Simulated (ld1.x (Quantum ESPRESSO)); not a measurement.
Which change was made? (Bi, TM)

ld1.x (Quantum ESPRESSO) 7.5 input, shortened:

```
&input
   title='Bi', zed=83., rel=1, dft='PBE', iswitch=3,
   config='[Xe] 4f14 5d10 6s2 6p2.5'
 /
 &inputp
   pseudotype=2, tm=.true., lloc=-1, rcloc=2.60,
   nlcc=.true.
 /
3
6S  1  0   2.00   0.00  1.95  1.95  0.0
6P  2  1   2.50   0.00  2.60  2.60  0.0
5D  3  2  10.00   0.00  1.05  1.05  0.0
 &test
   configts(1)='5d10 6s2 6p2.5'
 /
```

Cutoffs, loose and tight: the cutoffs (Ry, on a coarse ladder) from which the occupation-weighted sum of valence levels, in a spherical-Bessel basis at the reference potential, stays within 10 and 1 mRy of its value at 400 Ry. They do not see the model core or the augmentation charge, which bear on the density cutoff. Test errors are all-electron minus pseudo excitation energies from the reference, over the configurations 5d10 6s2 6p3; 5d10 6s2 6p2; 5d10 6s2 6p1; 5d10 6s2 6p3.3; 5d10 6s1 6p0; 5d10 6s2 6p0; 5d10 6s1 6p4; variants that change the core or the reference have their own tests. The largest error is taken over the tests solved by every variant that gives reliable tests at all, those not shown here included: 5d10 6s1 6p4; 5d10 6s2 6p0; 5d10 6s2 6p1; 5d10 6s2 6p2.

The base gives: outcome: generated; cutoff, loose: 80 Ry; cutoff, tight: 160 Ry; bound ghosts: none; largest test error (meV): -39.

Q: After one change the result is: outcome: generated; cutoff, loose: 80 Ry; cutoff, tight: 100 Ry; bound ghosts: none; largest test error (meV): -128. Which change was it?
A. all radii but the core radius scaled by about 1.10 (s 2.14, p 2.84, d 1.16 bohr); local potential all-electron potential smoothed inside 2.84 bohr (lloc = -1)
B. all radii but the core radius scaled by about 1.25 (s 2.44, p 3.26, d 1.32 bohr); local potential all-electron potential smoothed inside 3.26 bohr (lloc = -1)
C. all radii but the core radius scaled by about 0.77 (s 1.50, p 2.00, d 0.82 bohr); local potential all-electron potential smoothed inside 2.00 bohr (lloc = -1)
D. all radii but the core radius scaled by about 0.88 (s 1.72, p 2.28, d 0.92 bohr); local potential all-electron potential smoothed inside 2.28 bohr (lloc = -1)

A: B. The others give: all radii but the core radius scaled by about 0.88 (s 1.72, p 2.28, d 0.92 bohr); local potential all-electron potential smoothed inside 2.28 bohr (lloc = -1) → outcome: generated; cutoff, loose: 260 Ry; cutoff, tight: over 300 Ry; bound ghosts: none; largest test error (meV): -30 | all radii but the core radius scaled by about 0.77 (s 1.50, p 2.00, d 0.82 bohr); local potential all-electron potential smoothed inside 2.00 bohr (lloc = -1) → outcome: generated; cutoff, loose: over 300 Ry; cutoff, tight: over 300 Ry; bound ghosts: s; largest test error (meV): -177 | all radii but the core radius scaled by about 1.10 (s 2.14, p 2.84, d 1.16 bohr); local potential all-electron potential smoothed inside 2.84 bohr (lloc = -1) → outcome: generated; cutoff, loose: 90 Ry; cutoff, tight: 120 Ry; bound ghosts: none; largest test error (meV): -61.
